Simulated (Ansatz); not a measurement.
Isolated molecules relaxed with PBE0-D4/def2-TZVP in Ansatz; ΔE leaves out vibrations. CCSD(T)/CBS adds triple-zeta CCSD(T) − MP2 to the extrapolated MP2 energy (def2 sets, frozen cores). This one scheme is used for every species. Functionals use def2-TZVPP. Each species was taken in one conformer, which may not be the lowest.

`CO[Si](N)(F)Cl` + H–F → `CO[Si](N)(F)F` + HCl  (ligand exchange at the Si–Cl bond)

`CO[Si](N)(F)Cl`:

Z-matrix (Å, degrees):
```
C
O 1 1.414
H 1 1.094 2 110.8
H 1 1.093 2 111.4 3 121.5
H 1 1.090 2 107.9 3 -118.9
Si 2 1.614 1 125.3 3 -69.4
F 6 1.593 2 107.3 1 -44.4
N 6 1.675 2 108.2 1 -168.9
Cl 6 2.041 2 113.2 1 70.1
H 8 1.005 6 122.5 2 38.1
H 8 1.004 6 122.8 2 -153.3
```

H–F:

Z-matrix (Å, degrees):
```
F
H 1 0.920
```

`CO[Si](N)(F)F`:

```xyz
11

C     1.713    0.177   -0.851
O     0.507   -0.450   -0.468
Si   -0.549    0.094    0.620
N    -2.016   -0.680    0.382
F    -0.586    1.680    0.505
F    -0.098   -0.162    2.118
H     2.012   -0.227   -1.819
H     2.503   -0.033   -0.125
H     1.592    1.260   -0.941
H    -2.381   -0.873   -0.534
H    -2.696   -0.787    1.113
```

HCl:

Z-matrix (Å, degrees):
```
Cl
H 1 1.279
```

| level | ΔE (kJ/mol) |
| --- | --- |
| PBE-D4 | -42.4 |
| BLYP-D4 | -50.8 |
| PBE | -46.9 |
| CAM-B3LYP | -62.8 |
| MP2/def2-TZVPP | -48.0 |
| CCSD/def2-TZVPP | -58.0 |
| HF/def2-QZVPP | -70.7 |
| CCSD/CBS(def2) | -53.3 |

**Question.** What does CCSD(T)/CBS give? (Best estimate.)

**Answer.** Computed: -50.1 kJ/mol. The listed levels differ from it by 7.7, -0.7, 3.2, -12.7, 2.1, -7.9, -20.6, -3.2 kJ/mol.

Largest T1 diagnostic among the species: 0.011.

In def2-TZVPP, CCSD(T) changes the Hartree–Fock value by +14.0 kJ/mol (the triples alone add +3.2 kJ/mol) and MP2 by +20.8 kJ/mol. The D4 term adds +7.5 kJ/mol with B3LYP and +4.0 kJ/mol with PBE0; it sums over pairs of atoms, weighted by their polarisabilities, and B3LYP, whose exchange is more repulsive, gets the larger term.

B3LYP here is the variant with VWN-RPA as its local correlation; programs differ in this.
